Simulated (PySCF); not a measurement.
## Electronic structure of Sc⁺ (scandium, charge +1) at the UHF level

Configuration: [Ar] 3d2, high-spin 3F determinant (an excited configuration). Calculation: PySCF 2.14, in x2c-QZVPPall with one added diffuse shell each of s, p, d, f, g type (12s8p6d4f3g, 121 functions); the spin-free X2C one-electron Hamiltonian (Gaussian nucleus).

```
Total energy                        : -763.064953 hartree
One-electron energy                 : -1043.0442 hartree
Hartree (Coulomb) energy            : 318.4102 hartree
Exchange energy                     : -38.4310 hartree
⟨S²⟩                                : 2.0029
⟨L²⟩                                : 12.041
Sum of ⟨r⟩                          : 15.71 bohr
Sum of ⟨r²⟩                         : 22.80 bohr²
Langevin diamagnetic susceptibility : -18.1 ×10⁻⁶ cm³/mol
```

| shell | electrons | mean orbital energy (eV) | rms radius, mean of both spins (bohr) |
| --- | --- | --- | --- |
| 1s β | 1 | -4541.7 | 0.0844 |
| 1s α | 1 | -4541.7 | 0.0844 |
| 2s α | 1 | -525.77 | 0.370 |
| 2s β | 1 | -525.26 | 0.370 |
| 2p α | 3 | -428.60 | 0.340 |
| 2p β | 3 | -428.08 | 0.340 |
| 3s α | 1 | -73.561 | 1.17 |
| 3s β | 1 | -71.042 | 1.17 |
| 3p α | 3 | -46.881 | 1.29 |
| 3p β | 3 | -43.599 | 1.29 |
| 3d α | 2 | -12.423 | 2.13 |

Densities and radii are taken from the X2C orbitals without a picture-change correction, which distorts them close to the nucleus.

Spin-orbit constants ζ (cm⁻¹) from the X2C one-electron operator on these orbitals: bare nucleus, nucleus screened by l(l+1)(2l+1)/3 electrons, and screened by the Breit-Pauli mean field of the electrons.

```
shell   bare  screened nucleus  mean field
   2p  26890             24330         n/a
   3p   2690              2434         n/a
   3d  144.3             75.60         n/a
```

To first order the Landé constant is A = 37.80 cm⁻¹, so the lowest level has J = 2 and lies 0.0187 eV below the centre of the term. This holds in LS coupling only.
